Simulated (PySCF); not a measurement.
Species: C₃H₆B₂.
Bonds: B1–C2, C2–B3, C2–C4, C4–C5 (triple). Hydrogens: H6, H7 on B1; H8 on C2; H9, H10 on B3; H11 on C5.

Method used: PySCF, PBE0-D3(BJ)/def2-SVP geometry optimisation, gas phase.

**Question.** Give the optimised bond lengths and angles.

**Answer.** 
| bond | length (Å) |
| --- | --- |
| B1–C2, C2–B3 | 1.566 |
| C2–C4 | 1.448 |
| C4≡C5 | 1.212 |
| B1–H6 and 3 like bonds | 1.207 |
| C2–H8 | 1.117 |
| C5–H11 | 1.074 |

Bonds in one row agree within 0.01 Å and their mean is given. A selection of angles:
| angle | degrees |
| --- | --- |
| C2–B1–H6 | 119.0 |
| C2–B1–H7 | 120.8 |
| H6–B1–H7 | 120.3 |
| B1–C2–B3 | 105.6 |
| B1–C2–C4 | 117.9 |
| B1–C2–H8 | 99.9 |
| C4–C2–H8 | 112.9 |
| C2–C4–C5 | 179.7 |
| C4–C5–H11 | 179.9 |

B1 (three-coordinate boron) is planar (angles 120.8°, 120.3° and 119.0°, sum 360.0°, 0.00 Å off the plane of its three neighbours). The 2 C–C bonds span 1.212 Å (C4≡C5, drawn triple) to 1.448 Å (C2–C4, drawn single), a spread of 0.236 Å.

Point group: Cs (every atom within 0.08 Å of its image). Stationary, but not proved a minimum. One conformer, not necessarily the lowest (H–B1–C2–B3 58° and -122°, B1–C2–B3–H 122° and -58°).
